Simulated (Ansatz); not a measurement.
Coupled-cluster diagnostics for Ag(CO)H (CHAgO), Ansatz.

Geometry of the singlet (PBE0-D4/def2-TZVP):

Cartesian coordinates in Å:
```
Ag 0.426 0.222 0.758
C -0.548 -0.286 -0.976
O -1.082 -0.562 -1.923
H 1.203 0.626 2.141
```

In the def2 sets Ag takes a core potential; there is no spin–orbit coupling. Correlated methods freeze 2 core orbitals; core or outer-core shells of Ag are correlated, in sets that lack core-valence functions.

Question: Estimate the CCSD(T) correlation energy, the shares of MP2 and (T), T1 and the reference's ⟨S²⟩ for: charge 0, singlet, own geometry in def2-TZVPP; charge 0, singlet, own geometry in def2-TZVPD; charge 1, doublet, vertical in def2-TZVPP; charge -1, doublet, vertical in def2-TZVPD; and the rough time on 4 threads of Arm Neoverse V1 on a shared host.

Answer: 
| state | basis | correlation (eV) | MP2 share (%) | (T) share (%) | T1 | ⟨S²⟩ (pure) | wall time |
| --- | --- | --- | --- | --- | --- | --- | --- |
| charge 0, singlet, own geometry | def2-TZVPP | -29.441 | 99.7 | 3.8 | 0.018 | 0.00 (0.00) | 15 s |
| charge 0, singlet, own geometry | def2-TZVPD | -24.098 | 99.8 | 3.6 | 0.019 | 0.00 (0.00) | 13 s |
| charge 1, doublet, vertical | def2-TZVPP | -28.186 | 99.3 | 3.7 | 0.022 | 0.76 (0.75) | 62 s |
| charge -1, doublet, vertical | def2-TZVPD | -24.480 | 99.4 | 3.5 | 0.023 | 0.76 (0.75) | 64 s |
Customary marks for T1 are 0.02 (closed shells), 0.045 (open shells) and about 0.05 (3d metals). T1 exceeds 0.02 in 2 of 4 rows and 0.045 in 0; the higher it lies, the less the single-reference result can be trusted.
